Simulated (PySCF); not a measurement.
Cl$_{2}$Y (SMILES [Cl][Y+][Cl]), charge +1, singlet, geometry from GFN2-xTB (such geometries of metal compounds can be far from the true shape) (the multiplicity is a formal guess) (core potentials on Y), atoms displaced at random by about 0.03 Å a coordinate; R2SCAN/def2-SVP, gradient (PySCF).

Input for PySCF:
```python
from pyscf import gto, scf, dft

mol = gto.Mole()
mol.atom = '''
    Y     0.530895    0.158469    0.609537
    Cl    0.634493    0.109282   -1.912996
    Cl   -1.871447   -0.444962    0.502965
'''
mol.basis = 'def2-svp'
mol.ecp = {'Y': 'def2-svp'}
mol.charge = 1
mol.spin = 0
mol.verbose = 4
mol.build()

mf = dft.RKS(mol)
mf.xc = 'r2scan'
mf.kernel()
g = mf.nuc_grad_method()
grad = g.kernel()
```

Q: Write the output that PySCF gives for this input, abridged.

A: 
```
PySCF version 2.14.0

[INPUT] verbose = 4
[INPUT] num. atoms = 3
[INPUT] num. electrons = 44
[INPUT] charge = 1
[INPUT] spin (= nelec alpha-beta = 2S) = 0
[INPUT] symmetry False subgroup None
[INPUT] Mole.unit = angstrom
[INPUT] Symbol           X                Y                Z      unit          X                Y                Z       unit  Magmom
[INPUT]  1 Y      0.530895000000   0.158469000000   0.609537000000 AA    1.003246150901   0.299463009234   1.151857992789 Bohr   0.0
[INPUT]  2 Cl     0.634493000000   0.109282000000  -1.912996000000 AA    1.199017997954   0.206513050345  -3.615038517388 Bohr   0.0
[INPUT]  3 Cl    -1.871447000000  -0.444962000000   0.502965000000 AA   -3.536522286639  -0.840856315839   0.950466100242 Bohr   0.0

nuclear repulsion = 122.490197209367
number of shells = 27
number of NR pGTOs = 129
number of NR cGTOs = 67
basis = def2-svp
ecp = {'Y': 'def2-svp'}

******** <class 'pyscf.dft.rks.RKS'> ********
method = RKS
initial guess = minao
damping factor = 0
level_shift factor = 0
DIIS = <class 'pyscf.scf.diis.CDIIS'>
diis_start_cycle = 1
diis_space = 8
diis_damp = 0
SCF conv_tol = 1e-09
SCF conv_tol_grad = None
SCF max_cycles = 50
direct_scf = True
direct_scf_tol = 1e-13
XC library pyscf.dft.libxc version 7.1.2
    S. Lehtola, C. Steigemann, M. J. T. Oliveira, and M. A. L. Marques,  SoftwareX 7, 1–5 (2018)
XC functionals = r2scan
    J. W. Furness, A. D. Kaplan, J. Ning, J. P. Perdew, and J. Sun,  J. Phys. Chem. Lett. 11, 8208–8215 (2020)
    J. W. Furness, A. D. Kaplan, J. Ning, J. P. Perdew, and J. Sun,  J. Phys. Chem. Lett. 11, 9248–9248 (2020)
    J. W. Furness, A. D. Kaplan, J. Ning, J. P. Perdew, and J. Sun,  J. Phys. Chem. Lett. 11, 8208–8215 (2020)
    J. W. Furness, A. D. Kaplan, J. Ning, J. P. Perdew, and J. Sun,  J. Phys. Chem. Lett. 11, 9248–9248 (2020)
radial grids:
    Treutler-Ahlrichs [JCP 102, 346 (1995); DOI:10.1063/1.469408] (M4) radial grids

becke partition: Becke, JCP 88, 2547 (1988); DOI:10.1063/1.454033
pruning grids: <function nwchem_prune>
grids dens level: 3
symmetrized grids: False
atomic radii adjust function: <function treutler_atomic_radii_adjust>
small_rho_cutoff = 0
Set gradient conv threshold to 3.16228e-05
Initial guess from minao.
tot grids = 59640
init E= -953.203809554379
  HOMO = -0.506701536869199  LUMO = -0.480616713720861  gap/eV = 0.70980
cycle= 1 E= -956.647641037463  delta_E= -3.44  |g|= 2.44  |ddm|= 5.11
  HOMO = -0.465979472890368  LUMO = -0.152388180313242  gap/eV = 8.53325
cycle= 2 E= -956.489050038503  delta_E= 0.159  |g|= 2.39  |ddm|= 4.82
  HOMO = -0.432036771862574  LUMO = -0.249127249608271  gap/eV = 4.97722
cycle= 3 E= -958.22594187113  delta_E= -1.74  |g|= 0.315  |ddm|= 2.96
  HOMO = -0.430331147900744  LUMO = -0.334255492240602  gap/eV = 2.61435
cycle= 4 E= -958.255232967536  delta_E= -0.0293  |g|= 0.208  |ddm|= 0.841
  HOMO = -0.448734186781623  LUMO = -0.32252793246913  gap/eV = 3.43425
cycle= 5 E= -958.270740132806  delta_E= -0.0155  |g|= 0.0563  |ddm|= 0.295
  HOMO = -0.441580167722229  LUMO = -0.317528444198312  gap/eV = 3.37562
cycle= 6 E= -958.271516753789  delta_E= -0.000777  |g|= 0.0237  |ddm|= 0.096
  HOMO = -0.441553612937515  LUMO = -0.317182358999071  gap/eV = 3.38431
cycle= 7 E= -958.271720148102  delta_E= -0.000203  |g|= 0.00286  |ddm|= 0.0363
  HOMO = -0.441495536870686  LUMO = -0.317309712038564  gap/eV = 3.37927
cycle= 8 E= -958.271723145507  delta_E= -3e-06  |g|= 0.000529  |ddm|= 0.00435
  HOMO = -0.441525496851076  LUMO = -0.317340836188649  gap/eV = 3.37924
cycle= 9 E= -958.271723225543  delta_E= -8e-08  |g|= 5.48e-05  |ddm|= 0.000564
  HOMO = -0.44153327015019  LUMO = -0.317348898972777  gap/eV = 3.37923
cycle= 10 E= -958.271723226423  delta_E= -8.8e-10  |g|= 1.62e-05  |ddm|= 7.75e-05
  HOMO = -0.441529505232739  LUMO = -0.31735300100612  gap/eV = 3.37901
Extra cycle  E= -958.27172322572  delta_E= 7.03e-10  |g|= 4.61e-05  |ddm|= 8.23e-05
converged SCF energy = -958.27172322572

******** <class 'pyscf.grad.rks.Gradients'> for <class 'pyscf.dft.rks.RKS'> ********
unit = Eh/Bohr
grid_response = False
--------------- RKS gradients ---------------
         x                y                z
0 Y     0.0414113031     0.0119524866     0.0540219901
1 Cl    -0.0072633487    -0.0030381434    -0.0426167258
2 Cl    -0.0337697108    -0.0088070323    -0.0110081761
----------------------------------------------
```
